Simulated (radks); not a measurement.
The numbers below are computed, except where a source is named.
Polarisability of the caesium ion Cs8+, [Kr] 4d10 5s1, at imaginary frequency. Level of theory: scalar-relativistic Kohn-Sham, PBE, spin-unpolarised, spherical densities, finite nucleus; Fermi nuclear charge, rms radius 4.8041 fm (a radial shooting solver on a logarithmic mesh with Libxc functionals). Response by self-consistent Sternheimer equations with the Hartree and adiabatic LDA kernel, the relativistic mass of each level held fixed and spin-orbit coupling left out.

| w (hartree) | alpha1(iw) (bohr^3) | alpha2(iw) (bohr^5) |
|---|---|---|
| 0.00266 | 2.329 | 2.658 |
| 0.0143 | 2.328 | 2.657 |
| 0.0360 | 2.325 | 2.656 |
| 0.0697 | 2.314 | 2.653 |
| 0.118 | 2.285 | 2.646 |
| 0.186 | 2.224 | 2.628 |
| 0.280 | 2.109 | 2.592 |
| 0.413 | 1.916 | 2.520 |
| 0.605 | 1.640 | 2.383 |
| 0.892 | 1.319 | 2.137 |
| 1.35 | 1.012 | 1.744 |
| 2.12 | 0.7427 | 1.236 |
| 3.59 | 0.4818 | 0.7358 |
| 6.94 | 0.2241 | 0.3401 |
| 17.5 | 0.05735 | 0.08353 |

Static values: alpha1 = 2.329 bohr^3 (0.3451 angstrom^3; uncoupled 3.550), alpha2 = 2.658 bohr^5, alpha3 = 7.061 bohr^7. C6 = 5.222, C8 = 37.44, triple-dipole C9 = 7.635 atomic units. One-pole (London) frequency 4 C6 / (3 alpha1^2) = 1.283 hartree, against 4.376 for minus the highest occupied eigenvalue.
